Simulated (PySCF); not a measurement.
F$_{5}$Nb, triplet, at a GFN2-xTB geometry (such geometries of metal compounds can be far from the true shape) (the multiplicity is a formal guess) (core potentials on Nb); R2SCAN/def2-SV(P) run with PySCF.

Here is a job for PySCF.
```python
from pyscf import gto, scf, dft

mol = gto.Mole()
mol.atom = '''
    Nb    0.17212905    0.11941241    0.07535839
    F     1.10212295   -0.60038750   -1.24751630
    F    -0.93541462    0.71603936    1.32050149
    F    -1.53992607   -0.02202743   -1.21052889
    F    -0.95290215   -1.70734151    0.11916440
    F     1.54197643    1.06972720    0.67507994
'''
mol.basis = 'def2-sv(p)'
mol.ecp = {'Nb': 'def2-sv(p)'}
mol.spin = 2
mol.verbose = 4
mol.build()

mf = dft.UKS(mol)
mf.xc = 'r2scan'
mf.kernel()
mf.analyze()
```

The log (banner, timings and long lists left out):

```
PySCF version 2.14.0

[INPUT] verbose = 4
[INPUT] num. atoms = 6
[INPUT] num. electrons = 58
[INPUT] charge = 0
[INPUT] spin (= nelec alpha-beta = 2S) = 2
[INPUT] symmetry False subgroup None
[INPUT] Mole.unit = angstrom
[INPUT] Symbol           X                Y                Z      unit          X                Y                Z       unit  Magmom
[...]
nuclear repulsion = 313.272306777192
number of shells = 40
number of NR pGTOs = 170
number of NR cGTOs = 94
basis = def2-sv(p)
ecp = {'Nb': 'def2-sv(p)'}

******** <class 'pyscf.dft.uks.UKS'> ********
method = UKS
initial guess = minao
damping factor = 0
level_shift factor = 0
DIIS = <class 'pyscf.scf.diis.CDIIS'>
diis_start_cycle = 1
diis_space = 8
diis_damp = 0
SCF conv_tol = 1e-09
SCF conv_tol_grad = None
SCF max_cycles = 50
direct_scf = True
direct_scf_tol = 1e-13
number electrons alpha = 30  beta = 28
XC library pyscf.dft.libxc version 7.1.2
    S. Lehtola, C. Steigemann, M. J. T. Oliveira, and M. A. L. Marques,  SoftwareX 7, 1–5 (2018)
XC functionals = r2scan
    J. W. Furness, A. D. Kaplan, J. Ning, J. P. Perdew, and J. Sun,  J. Phys. Chem. Lett. 11, 8208–8215 (2020)
    J. W. Furness, A. D. Kaplan, J. Ning, J. P. Perdew, and J. Sun,  J. Phys. Chem. Lett. 11, 9248–9248 (2020)
    J. W. Furness, A. D. Kaplan, J. Ning, J. P. Perdew, and J. Sun,  J. Phys. Chem. Lett. 11, 8208–8215 (2020)
    J. W. Furness, A. D. Kaplan, J. Ning, J. P. Perdew, and J. Sun,  J. Phys. Chem. Lett. 11, 9248–9248 (2020)
radial grids:
    Treutler-Ahlrichs [JCP 102, 346 (1995); DOI:10.1063/1.469408] (M4) radial grids

becke partition: Becke, JCP 88, 2547 (1988); DOI:10.1063/1.454033
pruning grids: <function nwchem_prune>
grids dens level: 3
symmetrized grids: False
atomic radii adjust function: <function treutler_atomic_radii_adjust>
small_rho_cutoff = 0
Set gradient conv threshold to 3.16228e-05
tot grids = 93752
init E= -548.799053622013

cycle= 1 E= -555.11864691017  delta_E= -6.32  |g|= 1.05  |ddm|= 2.99

cycle= 2 E= -554.122396324221  delta_E= 0.996  |g|= 1.58  |ddm|= 3.31

cycle= 3 E= -555.564781973901  delta_E= -1.44  |g|= 0.607  |ddm|= 2.87

cycle= 4 E= -555.675503608389  delta_E= -0.111  |g|= 0.277  |ddm|= 0.582

cycle= 5 E= -555.699586869142  delta_E= -0.0241  |g|= 0.146  |ddm|= 0.245

cycle= 6 E= -555.706594052082  delta_E= -0.00701  |g|= 0.0172  |ddm|= 0.0955

cycle= 7 E= -555.706484668209  delta_E= 0.000109  |g|= 0.0247  |ddm|= 0.0269

[...]
converged SCF energy = -555.706734411238  <S^2> = 2.0064755  2S+1 = 3.0043139
Total Energy =                        -555.706734411237562
[...]
spin_pop of  1 F 3s        0.00726
spin_pop of  1 F 2px      -0.00061
spin_pop of  1 F 2py      -0.00626
spin_pop of  1 F 2pz      -0.00344
spin_pop of  1 F 3px       0.00032
spin_pop of  1 F 3py       0.00092
spin_pop of  1 F 3pz       0.00002
spin_pop of  1 F 3dxy      0.00004
spin_pop of  1 F 3dyz      0.00001
spin_pop of  1 F 3dz^2     0.00001
spin_pop of  1 F 3dxz     -0.00000
spin_pop of  1 F 3dx2-y2    0.00004
spin_pop of  2 F 1s        0.00000
spin_pop of  2 F 2s        0.00349
spin_pop of  2 F 3s        0.00660
spin_pop of  2 F 2px      -0.00199
spin_pop of  2 F 2py      -0.00536
spin_pop of  2 F 2pz      -0.00297
spin_pop of  2 F 3px       0.00053
spin_pop of  2 F 3py       0.00115
spin_pop of  2 F 3pz       0.00004
spin_pop of  2 F 3dxy      0.00005
spin_pop of  2 F 3dyz      0.00002
spin_pop of  2 F 3dz^2     0.00001
spin_pop of  2 F 3dxz      0.00000
spin_pop of  2 F 3dx2-y2    0.00002
spin_pop of  3 F 1s       -0.00000
spin_pop of  3 F 2s        0.00440
spin_pop of  3 F 3s        0.00117
spin_pop of  3 F 2px       0.00655
spin_pop of  3 F 2py       0.39298
spin_pop of  3 F 2pz       0.12184
spin_pop of  3 F 3px      -0.00014
spin_pop of  3 F 3py       0.00029
spin_pop of  3 F 3pz       0.00023
spin_pop of  3 F 3dxy      0.00009
spin_pop of  3 F 3dyz      0.00002
spin_pop of  3 F 3dz^2     0.00005
spin_pop of  3 F 3dxz      0.00002
spin_pop of  3 F 3dx2-y2    0.00000
spin_pop of  4 F 1s       -0.00000
spin_pop of  4 F 2s        0.00303
spin_pop of  4 F 3s       -0.00030
spin_pop of  4 F 2px       0.11240
spin_pop of  4 F 2py       0.17965
spin_pop of  4 F 2pz       0.22645
spin_pop of  4 F 3px       0.00033
spin_pop of  4 F 3py      -0.00000
spin_pop of  4 F 3pz       0.00137
spin_pop of  4 F 3dxy     -0.00000
spin_pop of  4 F 3dyz      0.00005
spin_pop of  4 F 3dz^2    -0.00000
spin_pop of  4 F 3dxz      0.00011
spin_pop of  4 F 3dx2-y2    0.00006
spin_pop of  5 F 1s        0.00000
spin_pop of  5 F 2s       -0.00004
spin_pop of  5 F 3s        0.00053
spin_pop of  5 F 2px       0.01402
spin_pop of  5 F 2py      -0.00057
spin_pop of  5 F 2pz      -0.00120
spin_pop of  5 F 3px       0.00080
spin_pop of  5 F 3py       0.00007
spin_pop of  5 F 3pz       0.00073
spin_pop of  5 F 3dxy     -0.00001
spin_pop of  5 F 3dyz      0.00008
spin_pop of  5 F 3dz^2     0.00000
spin_pop of  5 F 3dxz      0.00005
spin_pop of  5 F 3dx2-y2    0.00001
In total            30.00000 | 28.00000
Dipole moment(X, Y, Z, Debye):  1.01405,  0.70169,  0.44503
```
